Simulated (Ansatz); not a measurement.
The cluster Be₄Te₄: single points at one geometry.

```yaml
crystal:
  periodic: [false, false, false]
  atoms:
    - {symbol: Be, position_ang: [-0.019393, 2.011308, 0.123824]}
    - {symbol: Be, position_ang: [0.019572, -2.013372, -0.122437]}
    - {symbol: Be, position_ang: [-2.017283, -0.023743, 0.037688]}
    - {symbol: Be, position_ang: [2.016554, 0.024619, -0.036564]}
    - {symbol: Te, position_ang: [-1.950269, -1.900447, -1.186721]}
    - {symbol: Te, position_ang: [1.989986, -1.989911, 0.947474]}
    - {symbol: Te, position_ang: [1.907857, 2.035702, -1.021582]}
    - {symbol: Te, position_ang: [-1.947023, 1.855833, 1.258318]}
basis:
  gaussian: {orbitals: def2-SVP, initial_orbitals: start.molden}
correlation: {method: ccsd_t}
scf: {omitted_lower_state_checks: [starts]}
output: {orbitals: {seedname: orbitals}}
```

The file start.molden holds the orbitals of an earlier run on this structure, at another level or in another basis.

```sh
$ ansatz run in.yaml --threads 4 --pin off --events-out ev --progress --plain --max-ram 8704MiB
```

Shortened log:

```
Functional definition: HF
  name "HF"
  cite "Fock, Z. Phys. 61, 126 (1930) doi:10.1007/BF01340294"
  parent pbe
  exchange = exact_x
  correlation = 0
these checks for a lower state are left out or cut short: starts
1844 factors; integrals over basis functions are off by at most 1.5e-4 eV
mean field evaluation 1: about -30658.7667 eV, gradient 4.0e1 eV
mean field evaluation 2: about -30659.8199 eV, gradient 1.6e0 eV
mean field evaluation 4: about -30661.2402 eV, gradient 3.5e-2 eV
mean field evaluation 8: about -30661.2410 eV, gradient 9.4e-7 eV
mean field -30661.24103328 eV, -1126.7798250376 hartree, gradient 1.4e-6 eV, S^2 0.000000; 0 other end points of the search recorded, 0 dependent functions left out
16 core orbitals not correlated: weight in the atoms' cores, before any rotation towards them, 1.000 or more for the frozen orbitals, at most 0.000 for the correlated occupied ones
reference -30661.24103328 eV, -1126.7798250376 hartree; 40, 40 occupied and 84, 84 virtual orbitals, 1844 factors
second order -15.40770705 eV of doubles, -0.00000000 eV of singles
cycle   1  -15.76832008 eV  change   -3.6e-1 eV  update   1.2e-1
cycle   2  -16.17976208 eV  change   -4.1e-1 eV  update   3.7e-2
cycle   3  -16.26720088 eV  change   -8.7e-2 eV  update   2.1e-2
cycle   4  -16.25938122 eV  change    7.8e-3 eV  update   6.0e-3
cycle   5  -16.25775246 eV  change    1.6e-3 eV  update   2.6e-3
cycle   6  -16.25750056 eV  change    2.5e-4 eV  update   8.4e-4
cycle   7  -16.25745467 eV  change    4.6e-5 eV  update   4.1e-4
cycle   8  -16.25760434 eV  change   -1.5e-4 eV  update   1.4e-4
cycle   9  -16.25762726 eV  change   -2.3e-5 eV  update   5.2e-5
perturbative correction -0.67738251 eV, -0.0248933480 hartree
Total energy: -30678.17604305 eV, -1127.4021751676 hartree
Checks for a lower state left out: starts
```

Hardware: 4 threads of Arm Neoverse V2 on a shared host. Wall time 63 s, peak host memory 1.6 GiB.

First input, but with `gaussian: {orbitals: def2-TZVP, initial_orbitals: start.molden}`, `hamiltonian: {xc: r2scan, dispersion: d4}` and without the key `correlation` (abridged; 8.5 s):

```
Functional definition: r2SCAN
mean field -30797.40561440 eV, -1131.7837810979 hartree, gradient 1.9e-5 eV, S^2 0.000000
Total energy: -30797.52413988 eV, -1131.7881368288 hartree
Checks for a lower state left out: starts
```

The first input with `gaussian: {orbitals: def2-TZVP, initial_orbitals: start.molden}`, `hamiltonian: {xc: {name: PBE-QIDH}}` and without the key `correlation`, `output` (abridged; 15 s):

```
Functional definition: PBE-QIDH
mean field -30747.25873985 eV, -1129.9409174489 hartree, gradient 2.0e-6 eV, S^2 0.000000
16 core orbitals not correlated: weight in the atoms' cores, before any rotation towards them, 1.000 or more for the frozen orbitals, at most 0.000 for the correlated occupied ones
second order -62.96498381 eV of doubles, -0.00000000 eV of singles
Total energy: -30768.24708149 eV, -1130.7122247778 hartree
Checks for a lower state left out: starts
```

First input, but with `gaussian: {orbitals: def2-TZVP, initial_orbitals: start.molden}`, `hamiltonian: {xc: pbe, dispersion: d4}`, `output: {forces: true, orbitals: {seedname: orbitals}}` and without the key `correlation` (abridged; 4.5 s):

```
Functional definition: PBE
mean field -30782.61340815 eV, -1131.2401775446 hartree, gradient 7.5e-5 eV, S^2 0.000000
Total energy: -30783.08853799 eV, -1131.2576382444 hartree
Atom 0 force     0.000908    -0.224165    -0.015532 eV/Å
Atom 1 force     0.002685     0.227756     0.014598 eV/Å
Atom 2 force     0.227682     0.006845    -0.002388 eV/Å
Atom 3 force    -0.226391    -0.005269     0.002281 eV/Å
Atom 4 force    -0.069039    -0.065488    -0.061623 eV/Å
Atom 5 force     0.065932    -0.068000     0.052439 eV/Å
Atom 6 force     0.063478     0.069168    -0.052024 eV/Å
Atom 7 force    -0.065255     0.059152     0.062251 eV/Å
Dipole moment:    -0.000369    -0.000354    -0.000167 e Å
Checks for a lower state left out: starts
```

First input, but with `gaussian: {orbitals: def2-TZVP, initial_orbitals: start.molden}`, `hamiltonian: {xc: lda}` and without the key `correlation` (abridged; 2.2 s):

```
Functional definition: SPW92
mean field -30722.99402678 eV, -1129.0492056910 hartree, gradient 5.8e-6 eV, S^2 0.000000
Total energy: -30722.99406895 eV, -1129.0492072404 hartree
Checks for a lower state left out: starts
```

First input, but with `gaussian: {orbitals: def2-TZVP, initial_orbitals: start.molden}`, `hamiltonian: {xc: pbe0, dispersion: d4}` and without the key `correlation` (abridged; 8.5 s):

```
Functional definition: PBE0
mean field -30785.39489153 eV, -1131.3423951737 hartree, gradient 2.6e-5 eV, S^2 0.000000
Total energy: -30785.82876339 eV, -1131.3583396703 hartree
Checks for a lower state left out: starts
```

Geometry: B3LYP-D4/def2-SVP.

In the def2 sets Te takes a core potential; there is no spin–orbit coupling. Correlated methods freeze 16 core orbitals; core or outer-core shells of Te are correlated, in sets that lack core-valence functions. Another isomer (singlet) lies 1.17 eV lower at PBE0-D4/def2-TZVP; other spin states weren't run for this one.
